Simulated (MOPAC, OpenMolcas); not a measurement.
## TiO2 (SMILES [O]=[Ti]=[O]): methods side by side

The species is TiO2 (3 atoms), meant as a singlet with charge 0. As SMILES, `[O]=[Ti]=[O]`. Geometry: relaxed at PBE0-D4/def2-TZVP.

```
atom    x (Å)    y (Å)    z (Å)
   O   0.9210   0.9288   0.4446
  Ti   0.1350  -0.4920   0.3316
   O  -1.0561  -0.4368  -0.7762
```

Each level gives the dipole moment (D). The values are calculated.

```
            level            kind     program  value (D)   CPU time
              PM6  semi-empirical       MOPAC       5.93  under 2 s
   HF/aug-cc-pVDZ    Hartree–Fock  OpenMolcas       7.92       21 s
SVWN5/aug-cc-pVDZ             LDA  OpenMolcas       6.27       31 s
 BLYP/aug-cc-pVDZ             GGA  OpenMolcas       6.31       38 s
  PBE/aug-cc-pVDZ             GGA  OpenMolcas       6.31       36 s
 TPSS/aug-cc-pVDZ        meta-GGA  OpenMolcas       6.43       44 s
B3LYP/aug-cc-pVDZ   global hybrid  OpenMolcas       6.65       34 s
```

The values span 5.93 to 7.92 D. Times are those of the runs behind each value, whatever else they computed, on shared processors of several kinds: orders of magnitude only.
